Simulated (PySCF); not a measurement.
Geometry:
```json
{"atom": "C1", "x (Å)": "3.168", "y (Å)": "-0.040", "z (Å)": "0.248"}
{"atom": "C2", "x (Å)": "2.424", "y (Å)": "-1.042", "z (Å)": "-0.177"}
{"atom": "O3", "x (Å)": "1.081", "y (Å)": "-1.108", "z (Å)": "-0.131"}
{"atom": "Si4", "x (Å)": "-0.003", "y (Å)": "-0.225", "z (Å)": "0.667"}
{"atom": "O5", "x (Å)": "-1.415", "y (Å)": "-1.039", "z (Å)": "0.645"}
{"atom": "C6", "x (Å)": "-2.455", "y (Å)": "-0.249", "z (Å)": "0.148"}
{"atom": "C7", "x (Å)": "-1.915", "y (Å)": "1.180", "z (Å)": "-0.082"}
{"atom": "O8", "x (Å)": "-0.519", "y (Å)": "1.114", "z (Å)": "-0.122"}
{"atom": "H9", "x (Å)": "2.723", "y (Å)": "0.837", "z (Å)": "0.680"}
{"atom": "H10", "x (Å)": "4.238", "y (Å)": "-0.072", "z (Å)": "0.165"}
{"atom": "H11", "x (Å)": "2.848", "y (Å)": "-1.931", "z (Å)": "-0.628"}
{"atom": "H12", "x (Å)": "0.385", "y (Å)": "0.085", "z (Å)": "2.035"}
{"atom": "H13", "x (Å)": "-2.805", "y (Å)": "-0.692", "z (Å)": "-0.789"}
{"atom": "H14", "x (Å)": "-3.275", "y (Å)": "-0.245", "z (Å)": "0.870"}
{"atom": "H15", "x (Å)": "-2.272", "y (Å)": "1.607", "z (Å)": "-1.021"}
{"atom": "H16", "x (Å)": "-2.215", "y (Å)": "1.830", "z (Å)": "0.746"}
```

Geometry: GFN2-xTB; GIAO shifts from PySCF 2.14, gas phase, non-relativistic, averaged over equivalent atoms.

At LC-wPBE/MINI (52 basis functions, 8.6 s wall time on 1 thread of an Arm Neoverse V2, shared host):
```json
{"atoms": "C2", "δ (ppm)": "135.0"}
{"atoms": "C1", "δ (ppm)": "96.3"}
{"atoms": "C6/C7", "δ (ppm)": "61.8"}
{"atoms": "O3", "δ (ppm)": "48.7"}
{"atoms": "O5/O8", "δ (ppm)": "-93.4"}
{"atoms": "Si4", "δ (ppm)": "-10.3"}
{"atoms": "H11", "δ (ppm)": "7.34"}
{"atoms": "H10", "δ (ppm)": "5.33"}
{"atoms": "H9", "δ (ppm)": "4.33"}
{"atoms": "H12", "δ (ppm)": "3.37"}
{"atoms": "H13/H15", "δ (ppm)": "3.29"}
{"atoms": "H14/H16", "δ (ppm)": "2.98"}
```

References, each an isolated molecule treated in the same way: TMS for ¹³C (231.19 ppm) and ²⁹Si (625.44 ppm) and ¹H (30.86 ppm); ¹⁷O (381.03 ppm) against H2O.

Predict the values at PBE/pcSseg-1 on the same geometry.

Results:


| atoms | δ at PBE/pcSseg-1 | change |
| --- | --- | --- |
| C2 | 151.6 | +16.6 |
| C1 | 96.0 | -0.3 |
| C6/C7 | 67.5 | +5.7 |
| O3 | 162.4 | +113.7 |
| O5/O8 | 57.3 | +150.7 |
| Si4 | -40.5 | -30.2 |
| H11 | 6.50 | -0.84 |
| H10 | 4.38 | -0.95 |
| H9 | 4.41 | +0.08 |
| H12 | 5.07 | +1.70 |
| H13/H15 | 4.46 | +1.17 |
| H14/H16 | 4.29 | +1.31 |

Chemical shifts δ = σref − σ; ¹³C (σ = 182.62 ppm), ²⁹Si (σ = 330.55 ppm), ¹H (σ = 31.64 ppm) against TMS; H2O for ¹⁷O (σ = 336.32 ppm), all at this level.

The largest change is at O5/O8 (oxygen bonded to C, Si, in a 5-membered ring). Cost: 183 basis functions, 43 s wall time on 1 thread of an Arm Neoverse V2, shared host. The order of the carbon signals is the same at both levels.

Experimental scales use liquid or dissolved standards, which lie at an offset from isolated H2O (liquid H2O: subtract about 36 ppm).
